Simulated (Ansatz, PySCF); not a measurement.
Gas-phase reaction in SMILES: CCl (CH3Cl) [chloromethane] → [CH2-]Cl + H+
Structures are relaxed separately at B3LYP-D3(BJ)/def2-TZVP in Ansatz (a quantum-chemistry and plane-wave program).
Geometry of the first species:
```xyz
5

C      0.0082     0.0133    -1.1337
Cl    -0.0048    -0.0077     0.6605
H      0.0175     1.0478    -1.4634
H      0.8997    -0.5040    -1.4752
H     -0.8852    -0.4920    -1.4879
```

Wanted: gas-phase deprotonation energy (enthalpy at 298 K, with B3LYP-D3(BJ) rigid-rotor harmonic-oscillator terms from PySCF), in kcal/mol. Cores are frozen in the correlated levels unless marked. No spin-orbit coupling. Non-relativistic. FCI takes restricted orbitals. Anions need diffuse functions: aug- sets have them; def2-D sets add few; the other sets have none. CBS marks a two-point X^-3 extrapolation of the correlation energy; Hartree-Fock from the larger set.

```
level                         program  gas-phase deprotonation energy (kcal/mol)
----------------------  -------------  -----------------------------------------
HF/def2-TZVPD                   PySCF                                      402.2
PW6B95-D4/def2-TZVPD    PySCF + dftd4                                      398.5
MN15/def2-TZVPD                 PySCF                                      396.1
B2PLYP/def2-TZVPD              Ansatz                                      396.6
MP2/cc-pV(T+d)Z                Ansatz                                      404.5
MP2/def2-QZVPPD                Ansatz                                      398.3
RI-MP2/aug-cc-pV(T+d)Z         Ansatz                                      397.3
```

Task: What does CCSD(T)/CBS(def2-TZVPPD,def2-QZVPPD) (Ansatz) give?

Result: 397.5 kcal/mol, so RI-MP2/aug-cc-pV(T+d)Z differs from it by -0.2 kcal/mol.
